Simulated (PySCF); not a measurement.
Continuum solvent and chemical shifts

Molfile (atoms numbered from 1):
```
C5H9BO3
     RDKit          3D

 18 18  0  0  0  0  0  0  0  0999 V2000
    2.0541   -0.2968   -1.2512 C   0  0  0  0  0  0  0  0  0  0  0  0
    1.2887   -0.0355    0.0129 C   0  0  0  0  0  0  0  0  0  0  0  0
    1.6466   -0.4348    1.0945 O   0  0  0  0  0  0  0  0  0  0  0  0
    0.0250    0.8274   -0.0974 C   0  0  2  0  0  0  0  0  0  0  0  0
   -1.0310    0.4317    0.9215 C   0  0  0  0  0  0  0  0  0  0  0  0
   -1.7087   -0.8518    0.4847 C   0  0  0  0  0  0  0  0  0  0  0  0
   -2.1704   -0.7669   -0.8504 O   0  0  0  0  0  0  0  0  0  0  0  0
   -1.5636    0.0588   -1.7353 B   0  0  0  0  0  0  0  0  0  0  0  0
   -0.4845    0.8305   -1.4136 O   0  0  0  0  0  0  0  0  0  0  0  0
    2.9793   -0.8356   -1.0139 H   0  0  0  0  0  0  0  0  0  0  0  0
    2.2771    0.6509   -1.7651 H   0  0  0  0  0  0  0  0  0  0  0  0
    1.4414   -0.8834   -1.9523 H   0  0  0  0  0  0  0  0  0  0  0  0
    0.3748    1.8555    0.1144 H   0  0  0  0  0  0  0  0  0  0  0  0
   -0.5469    0.2977    1.8989 H   0  0  0  0  0  0  0  0  0  0  0  0
   -1.7742    1.2403    1.0089 H   0  0  0  0  0  0  0  0  0  0  0  0
   -1.0116   -1.7039    0.5693 H   0  0  0  0  0  0  0  0  0  0  0  0
   -2.5759   -1.0772    1.1238 H   0  0  0  0  0  0  0  0  0  0  0  0
   -1.9845    0.1154   -2.8627 H   0  0  0  0  0  0  0  0  0  0  0  0
  1  2  1  0
  2  3  2  0
  2  4  1  0
  4  5  1  0
  5  6  1  0
  6  7  1  0
  7  8  1  0
  8  9  1  0
  9  4  1  0
  1 10  1  0
  1 11  1  0
  1 12  1  0
  4 13  1  1
  5 14  1  0
  5 15  1  0
  6 16  1  0
  6 17  1  0
  8 18  1  0
M  END
```

GIAO PBE0/pcSseg-1 in PySCF 2.14 on one PBE0-D3(BJ)/def2-SVP conformer, non-relativistic, equivalent nuclei averaged. Solvents enter as an IEF-PCM continuum (chloroform with ε = 4.7) around the gas-phase geometry. Shifts are referred to TMS, BF3·OEt2 computed in the same medium.

Gas phase, δ in ppm: C2 216.1, C4 78.2, C6 59.8, C1 29.2, C5 28.2, B8 23.7, H18 4.20, H13 4.02, H17 3.75, H16 3.64, H14 2.52, H10/H11/H12 2.40, H15 1.69. Dipole moment 0.89 D.

Task: How does each δ change in the continuum?

Result: 
```csv
atoms,environment,"Δδ, chloroform"
C2,ketone carbonyl carbon,+4.7
C4,"sp3 CH bonded to O, α to a carbonyl",+1.4
C6,sp3 CH2 bonded to O,+1.1
C1,methyl carbon α to a carbonyl,+1.1
C5,sp3 CH2 in a ring,+0.6
B8,"boron bonded to 2 O, H, in a 6-membered ring",+0.3
H18,"hydrogen on a boron bonded to 2 O, in a 6-membered ring",-0.09
H13,"hydrogen on an sp3 CH bonded to O, α to a carbonyl",+0.21
H17,hydrogen on an sp3 CH2 bonded to O,+0.11
H16,hydrogen on an sp3 CH2 bonded to O,+0.07
H14,hydrogen on an sp3 CH2 in a ring,-0.02
H10/H11/H12,hydrogen on a methyl carbon α to a carbonyl,+0.09
H15,hydrogen on an sp3 CH2 in a ring,+0.19
```

Changes are relative to the gas phase. The dipole moment becomes 1.08 D in chloroform.

Task: Which nuclei move most (in ppm), and what does the model miss?

Result: C2 (ketone carbonyl carbon, +4.7 ppm) in chloroform. A continuum only polarises the solute; specific hydrogen bonds, the anisotropy of aromatic solvents and changes of geometry or conformer are outside it.
